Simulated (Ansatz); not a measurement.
`[AlH2][SiH]([SiH3])O[SiH3]` + `N[SiH2][GeH3]` → `[AlH2][NH][SiH2][GeH3]` + `[SiH3]O[SiH2][SiH3]`  (cleavage of the Al–Si bond)

Program: Ansatz. Geometries: PBE0-D4/def2-TZVP. ΔE: electronic, gas phase. CCSD(T)/CBS is the MP2 limit (def2-TZVPP, def2-QZVPP) plus CCSD(T) − MP2 in def2-TZVPP, frozen cores. Functionals use def2-TZVPP. For Ge outer-core shells are correlated without core-valence functions, which leaves a few kJ/mol of doubt a bond. Scalar relativity is left out up to krypton. One conformer a species, not always the lowest.

```csv
level,ΔE (kJ/mol),difference from CCSD(T)/CBS
PBE-D4,-93.0,20.4
revPBE-D4,-93.8,19.6
PBE0-D4,-97.1,16.3
r2SCANh-D4,-109.9,3.5
ωB97X-V,-109.9,3.5
PBE-QIDH,-109.1,4.3
PBE,-92.7,20.7
RPA@PBE/def2-TZVPP,-114.5,-1.1
CCSD(T)/def2-SVP,-120.3,-6.9
CCSD/CBS(def2),-114.1,-0.7
CCSD(T)/CBS,-113.4,0
```

Largest T1 diagnostic among the species: 0.013.

At CCSD(T), def2-SVP lies −6.9 kJ/mol from the extrapolated value and def2-TZVPP −1.0 kJ/mol. From PBE to PBE0 (25 % exact exchange), in def2-TZVPP and without D4, ΔE moves by −4.3 kJ/mol. Leaving LDA and LC-ωPBE aside and taking each functional with its dispersion term where it has one, the values, not all of them listed here, spread over 23.7 kJ/mol, from B2PLYP to PBE-D4. LDA lies −5.6 kJ/mol from PBE without D4.
